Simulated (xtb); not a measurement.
Br2Zn, charge +1, doublet, geometry from GFN2-xTB of the parent state (such geometries of metal compounds can be far from the true shape) (a state made from the parent by changing its charge; the spin is typed, not shown lowest); xtb with GFN0-xTB.

The xtb input:
```
$ xtb mol.xyz --gfn 0 --chrg 1 --uhf 1 --json

# file mol.xyz
3

Zn    -0.00812161    -0.01195013    -0.01326557
Br    -0.24664341     1.76351145    -1.42520509
Br     0.25360479    -1.75326848     1.43657557
```

Q: Write the output that xtb gives for this input, abridged.

A: 
```
   ID    Z sym.   atoms
    1   30 Zn     1
    2   35 Br     2, 3

           -------------------------------------------------
          |                Calculation Setup                |
           -------------------------------------------------

           -------------------------------------------------
          |                 G F N 0 - x T B                 |
           -------------------------------------------------

          ...................................................
          :                      SETUP                      :
          :.................................................:
          :  # basis functions                  24          :
          :  # atomic orbitals                  22          :
          :  # shells                            8          :
          :  # electrons                        15          :
          :  electronic temp.          300.0000000     K    :
          :  accuracy                    1.0000000          :
          :  -> integral cutoff          0.2500000E+02      :
          :  -> integral neglect         0.1000000E-07      :
          ...................................................

         :::::::::::::::::::::::::::::::::::::::::::::::::::::
         ::                     SUMMARY                     ::
         :::::::::::::::::::::::::::::::::::::::::::::::::::::
         :: total energy              -6.167578050678 Eh    ::
         :: gradient norm              0.004029034092 Eh/a0 ::
         :: HOMO-LUMO gap              6.006131629837 eV    ::
         ::.................................................::
         :: H0 energy                 -7.789935148471 Eh    ::
         :: repulsion energy           0.008117215169 Eh    ::
         :: electrostat energy         1.614792592799 Eh    ::
         :: -> Gsolv                   0.000000000000 Eh    ::
         ::    -> Gsasa                0.000000000000 Eh    ::
         ::    -> Gshift               0.000000000000 Eh    ::
         :: dispersion energy         -0.000552710176 Eh    ::
         :: short-range corr.          0.000000000000 Eh    ::
         :: add. restraining           0.000000000000 Eh    ::
         :: total charge               1.000000000000 e     ::
         :::::::::::::::::::::::::::::::::::::::::::::::::::::

           -------------------------------------------------
          |                Property Printout                |
           -------------------------------------------------

    * Orbital Energies and Occupations

         #    Occupation            Energy/Eh            Energy/eV
      -------------------------------------------------------------
         1        2.0000           -0.7329087             -19.9435
         2        2.0000           -0.7260714             -19.7574
         3        2.0000           -0.4675335             -12.7222
         4        1.9999           -0.4405126             -11.9870
         5        1.9999           -0.4405111             -11.9869
         6        1.9989           -0.4385821             -11.9344
         7        1.5007           -0.4321262             -11.7588
         8        1.5007           -0.4321258             -11.7587 (HOMO)
         9                         -0.2114045              -5.7526 (LUMO)
        10                         -0.0741208              -2.0169
        11                         -0.0740587              -2.0152
        12                         -0.0256277              -0.6974
        13                         -0.0256277              -0.6974
        14                         -0.0255509              -0.6953
        15                         -0.0255509              -0.6953
        16                         -0.0251376              -0.6840
        17                         -0.0251327              -0.6839
        18                         -0.0245571              -0.6682
        19                          0.0334486               0.9102
       ...                                ...                  ...
        22                          1.3131381              35.7323
      -------------------------------------------------------------
                  HL-Gap            0.2207213 Eh            6.0061 eV
             Fermi-level            0.0000000 Eh            0.0000 eV

     #   Z          covCN         q      C6AA      α(0)
     1  30 Zn       1.590     0.032   119.349    21.444
     2  35 Br       0.795     0.484   167.934    20.907
     3  35 Br       0.795     0.484   167.934    20.907

 Mol. C6AA /au·bohr⁶  :       1348.103504
 Mol. C8AA /au·bohr⁸  :      90890.677798
 Mol. α(0) /au        :         63.256609

Wiberg/Mayer (AO) data.
largest (>0.10) Wiberg bond orders for each atom

 ---------------------------------------------------------------------------
     #   Z sym  total        # sym  WBO       # sym  WBO       # sym  WBO
 ---------------------------------------------------------------------------
     1  30 Zn   1.753 --     3 Br   0.877     2 Br   0.877
     2  35 Br   1.126 --     1 Zn   0.877     3 Br   0.249
     3  35 Br   1.126 --     1 Zn   0.877     2 Br   0.249
 ---------------------------------------------------------------------------

Topologies differ in total number of bonds
Writing topology from bond orders to xtbtopo.mol

 dipole moment from electron density (au)
     X       Y       Z
  -0.0194  -0.0285  -0.0317  total (Debye):    0.119

           -------------------------------------------------
          | TOTAL ENERGY               -6.167578050678 Eh   |
          | GRADIENT NORM               0.004029034092 Eh/α |
          | HOMO-LUMO GAP               6.006131629837 eV   |
           -------------------------------------------------

normal termination of xtb
```
